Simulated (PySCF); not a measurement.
## Low-lying terms of Co²³⁺ (cobalt, charge +23)

Ground state [He] 2s2, ¹S. Calculation: PySCF 2.14, in an even-tempered Gaussian basis (19 s from 0.96 bohr⁻², ratio 2.5; 10 p from 1.28 bohr⁻², ratio 2.7; 8 d from 1.42 bohr⁻², ratio 2.7; 4 f from 42 bohr⁻², ratio 2.7); scalar relativity by spin-free X2C-1e. Vertical excitation energies in eV without spin-orbit coupling; excited terms of each kind are numbered among those the solver found. Frozen: nothing.

```tsv
term	leading excitation	EOM-EE-CCSD
1 3P°	2s → p	57.267
1 1P°	2s → p	97.777
```

Only the lower part of the computed list is shown. Doubly excited terms such as np² are absent. The solver can miss terms. The 12 highest virtual orbitals were dropped.
